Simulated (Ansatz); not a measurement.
Geometry optimisation, RKS B3LYP/def2-SVP (Ansatz 0.2.0).

input.yaml

```yaml
crystal:
  periodic: [false, false, false]
  atoms:
    - { symbol: F, position_ang: [0.23675, -2.14376, 1.4587] }
    - { symbol: Ga, position_ang: [0.01874, -0.39556, 1.24991] }
    - { symbol: Si, position_ang: [-0.03365, 0.46001, -1.0044] }
    - { symbol: H, position_ang: [-0.09224, 0.16219, 2.75319] }
    - { symbol: H, position_ang: [-1.18932, -0.09076, -1.7334] }
    - { symbol: H, position_ang: [-0.13957, 1.92688, -1.00898] }
    - { symbol: H, position_ang: [1.1993, 0.08099, -1.71503] }
basis:
  gaussian: { orbitals: def2-SVP }
hamiltonian:
  xc: b3lyp
relax:
  f_tol: 0.015
  max_steps: 40
```

Run as:

```bash
$ ansatz run input.yaml --threads 1 --pin off --max-ram 2048MiB --backend cpu --events-out ev --progress --plain --runs-dir out
```

Q: Where does it end, and by what steps?

A: The forces met the threshold. After 4 steps the energy has fallen by 0.048 eV; F1 moved furthest, 0.09 Å.

| step | energy less start (eV) | largest force component (eV/Å) | accepted |
| --- | --- | --- | --- |
| 0 | 0.0000 | 0.784 | yes |
| 1 | -0.0260 | 0.439 | yes |
| 2 | -0.0452 | 0.310 | yes |
| 3 | -0.0477 | 0.020 | yes |
| 4 | -0.0479 | 0.005 | yes |

```xyz
7
Properties=species:S:1:pos:R:3
F 0.237 -2.163 1.369
Ga 0.019 -0.406 1.283
Si -0.030 0.456 -0.980
H -0.100 0.228 2.718
H -1.202 -0.119 -1.705
H -0.143 1.944 -0.990
H 1.218 0.061 -1.696
```

Whether the end is a true minimum wasn't checked by a vibrational analysis.

The run took 42 s on 1 thread of Intel(R) Xeon(R) Processor @ 2.50GHz (Skylake/Cascade Lake), on a shared host, peak memory 0.18 GiB.
